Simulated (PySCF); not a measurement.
Geometry:
```tsv
atom	x (Å)	y (Å)	z (Å)
C1	2.413	0.336	-0.197
N2	1.330	-0.577	-0.430
C3	0.034	-0.286	-0.129
C4	-0.965	-1.263	-0.235
C5	-2.270	-0.926	0.055
N6	-2.671	0.287	0.437
C7	-1.718	1.206	0.536
C8	-0.376	0.988	0.276
H9	2.283	1.253	-0.779
H10	3.343	-0.129	-0.520
H11	2.514	0.614	0.860
H12	1.558	-1.549	-0.530
H13	-0.718	-2.272	-0.545
H14	-3.046	-1.682	-0.026
H15	-2.041	2.196	0.851
H16	0.332	1.799	0.391
```

PySCF 2.14 calculation with PBE0-D3(BJ)/def2-TZVP geometry and shieldings: GIAO B97-2/pcSseg-2; no solvent model, relativity neglected, one computed conformer, rapidly exchanging positions averaged.

δ = σ(ref) − σ, references computed at the same level: 13C (185.38 ppm), 1H (31.64 ppm) against TMS; 15N (261.75 ppm) against NH3.

```
     atoms  nucleus  count  δ (ppm)
        C3      13C      1    159.1
       H12       1H      1     3.60
        N6      15N      1    316.3
     C4/C8      13C      2    110.6
        C1      13C      1        ?
   H13/H16       1H      2        ?
H9/H10/H11       1H      3     2.83
        N2      15N      1     75.5
   H14/H15       1H      2        ?
     C5/C7      13C      2    158.6
```

Problem. Complete the table.

Solution. 
- C1: 31.3 ppm, methyl carbon bonded to N; the inductive effect lowers its shielding
- H14/H15: 8.52 ppm, hydrogen on an aromatic CH next to a ring nitrogen; ring current plus the neighbouring ring nitrogen
- H13/H16: 6.42 ppm, hydrogen on an aromatic CH; ortho or para to a lone-pair donor, hence upfield of benzene

Exchangeable OH/NH protons stand at their gas-phase positions; hydrogen bonding in a real sample shifts them, mostly to higher δ. Shifts are as computed. Against solution values, carbons near 30 ppm lie about +3 ppm off and those near 130 ppm about +7 ppm. Of 1309 compounds with measured shifts, 239 miss one by over three times the rms of a fit or turn the order of signals round; such compounds aren't used in these exercises. Experimental scales use liquid or dissolved standards, which lie at an offset from isolated NH3 (liquid NH3: subtract about 20 ppm). Unscaled 15N shifts of sp2 nitrogen come out 20 to 40 ppm too high even then.
